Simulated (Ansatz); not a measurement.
Program: Ansatz. Geometries: PBE0-D4/def2-TZVP. ΔE: electronic, gas phase. CCSD(T)/CBS adds triple-zeta CCSD(T) − MP2 to the extrapolated MP2 energy (def2 sets, frozen cores). This one scheme is used for every species. DFT in def2-TZVPP. B3LYP here is the variant with VWN-RPA as its local correlation; programs differ in this. def2 core potentials past Kr. For Sn outer-core shells are correlated without core-valence functions, which leaves a few kJ/mol of doubt a bond. One conformer a species, not always the lowest.

Consider the ligand exchange at the Sn–C bond: `[CH3][SnH]([Cl])[O][SiH3]` + CH₃OH → `C[O][SnH]([Cl])[O][SiH3]` + CH₄.

```tsv
level	ΔE (kJ/mol)
PBE-D4	-36.5
r2SCAN	-40.2
B3LYP	-36.0
MP2/def2-TZVPP	-35.3
SCS-MP2/def2-TZVPP	-37.4
CCSD(T)/def2-TZVPP	-35.6
HF/def2-QZVPP	-37.9
CCSD/CBS(def2)	-35.5
```

(1) What does CCSD(T)/CBS give? (Best estimate.)

Largest T1 diagnostic among the species: 0.013.

Results:

(1) Computed: -37.8 kJ/mol. The listed levels differ from it by 1.3, -2.4, 1.8, 2.5, 0.4, 2.2, -0.1, 2.3 kJ/mol.

The D4 term adds −5.3 kJ/mol with B3LYP and −3.2 kJ/mol with PBE0; it sums over pairs of atoms, weighted by their polarisabilities, and B3LYP, whose exchange is more repulsive, gets the larger term. From PBE to PBE0 (25 % exact exchange), in def2-TZVPP and without D4, ΔE moves by +4.6 kJ/mol.

CCSD(T)/CBS has its own doubt, a few kJ/mol and more with outer-core shells, so smaller differences from it don't rank the levels.
